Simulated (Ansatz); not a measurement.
The same atomization along the group B, Al, Ga, In.

Computed with Ansatz on PBE0-D4/def2-TZVP structures; ΔE is electronic, products minus reactants. CCSD(T)/CBS is the MP2 limit (def2-TZVPP, def2-QZVPP) plus CCSD(T) − MP2 in def2-TZVPP, frozen cores. This one scheme is used for every species, atoms too. Functionals use def2-TZVPP. B3LYP here is the variant with VWN-RPA as its local correlation; programs differ in this. Open shells (•) are unrestricted, without spin–orbit coupling. Spin–orbit coupling would lower the free atoms: a little for Al, B, C, Cl; clearly for Ga; strongly for In. def2 core potentials past Kr. For Ga, In outer-core shells are correlated without core-valence functions, so the limit isn't a true one: a few kJ/mol of doubt a bond, and 10 to 20 or more in all where bonds break to atoms. Scalar relativity is left out up to krypton. One conformer a species, not always the lowest.

```tsv
reaction	PBE0-D4 (kJ/mol)	HF/CBS(def2) (kJ/mol)	B3LYP-D4 (kJ/mol)	B97M-V (kJ/mol)
`C=CB(Cl)Cl` → B• + 2 C• + 2 Cl• + 3 H•	3269	2448	3217	3262
`C=[CH][Al]([Cl])[Cl]` → Al• + 2 C• + 2 Cl• + 3 H•	3079	2341	3044	3099
`C=[CH][Ga]([Cl])[Cl]` → Ga• + 2 C• + 2 Cl• + 3 H•	2933	2184	2882	2933
`C=[CH][In]([Cl])[Cl]` → In• + 2 C• + 2 Cl• + 3 H•	2812	2075	2764	2818
```

Question: Give the CCSD(T)/CBS values in the same order. (Estimate.)

Answer: Computed: 3210, 3069, 2918, 2806 kJ/mol.

Largest T1 diagnostic: 0.018, for Al•.

For atomizations the MP2-based limit and the directly extrapolated one differ by several kJ/mol either way, and by 10 to 25 for some Ge, Se and Sn compounds, so smaller differences from it don't rank the levels.
